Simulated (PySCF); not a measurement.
Mo²⁺: ionisation energy

Mo²⁺ [Kr] 4d4 (5D) → Mo³⁺ [Kr] 4d3 (4F), as a difference of total energies. Computed with PySCF 2.14 in x2c-TZVPPall, with scalar relativity by spin-free X2C-1e. Correlated levels: valence: [Kr] frozen. The calculations carry no spin-orbit coupling.

| method | ionisation energy (eV) |
| --- | --- |
| UHF | 26.082 |
| MP2 (valence) | 26.610 |
| SCS-MP2 (valence) | 26.258 |
| CCSD (valence) | 26.673 |
| CCSD(T) (valence) | 26.681 |

Problem. How much does correlation contribute at CCSD(T) (valence)?

Solution. 26.681 − (26.082) = 0.599 eV, measured against UHF.

The reference lies between the lowest fine-structure levels, while these numbers refer to the centres of the terms.

Errors of the correlated levels include the incompleteness of this basis and the frozen core.

For comparison: 27.13 ± 0.12 eV (semi-empirical (NIST evaluation); NIST Atomic Spectra Database, ionization energies).
